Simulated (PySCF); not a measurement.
**Vibration and rotation of KSi⁺**

UHF-CCSD(T) constants of KSi⁺, ³Π (triplet), unpaired electrons σ ↑, π ↑ (PySCF, spin-free X2C with a Gaussian nucleus, basis sets K x2c-SVPall, Si x2c-SVPall; masses 38.9637 and 27.9769 u):

```
ωe              : 91.1 cm⁻¹
ωexe            : 0.882 cm⁻¹
Be              : 0.072409 cm⁻¹
αe              : 0.000841 cm⁻¹
D (centrifugal) : 1.83e-07 cm⁻¹
De to K⁺ + Si   : 0.284 eV
```

Give the vibrational terms G(v) and spacings up to v = 6.

G(v) = ωe(v+½) − ωexe(v+½)².

| v | G(v) (cm⁻¹) | G(v) − G(v−1) | Bv (cm⁻¹) |
| --- | --- | --- | --- |
| 0 | 45.3 |  | 0.07199 |
| 1 | 134.7 | 89.3 | 0.07115 |
| 2 | 222.2 | 87.6 | 0.07031 |
| 3 | 308.0 | 85.8 | 0.06947 |
| 4 | 392.1 | 84.0 | 0.06862 |
| 5 | 474.4 | 82.3 | 0.06778 |
| 6 | 554.9 | 80.5 | 0.06694 |

How well does the Morse estimate ωe²/(4ωexe) reproduce De, and what is D0?

It gives 0.292 eV, 103 % of the computed De. D0 = De − G(0) = 0.284 − 0.006 = 0.278 eV.

Correlated steps freeze 10 core orbitals. The bond is weak. Basis-set superposition, not corrected here, can be much of De in a small basis, most of all at correlated wavefunction levels. For an ion De counts to the pair picked by the measured ionisation energies or electron affinities, which need not be the lowest pair at this level. The state is the lowest determinant that a PBE0 search found; another state may lie lower at other levels.
